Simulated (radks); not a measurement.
The numbers below are computed, except where a source is named.
Coulomb parameter of the 3d shell of the nickel ion Ni+ in the model configuration [Ar] 3d7.5 4s1.5, as a second difference U = [E(n + 0.25) + E(n - 0.25) - 2 E(n)] / (0.25)^2 with all orbitals relaxed. "Bare": the charge of the atom changes with n. "Screened": the 4s shell takes up the change at fixed total charge, which measures U(3d,3d) + U(4s,4s) - 2 U(3d,4s). Code: a radial shooting solver on a logarithmic mesh with Libxc functionals. Model: Dirac Kohn-Sham, BLYP, spin-unpolarised, spherical densities, point nucleus; open shells are shared between the two j in proportion to 2j + 1.

case                 configuration  E - E(n) (eV)
start             [Ar] 3d7.5 4s1.5          0.000
bare +0.25       [Ar] 3d7.75 4s1.5         -4.694
bare -0.25       [Ar] 3d7.25 4s1.5          5.704
screened +0.25  [Ar] 3d7.75 4s1.25         -1.526
screened -0.25  [Ar] 3d7.25 4s1.75          1.796

U(bare) = 16.160 eV, U(screened by 4s) = 4.322 eV.
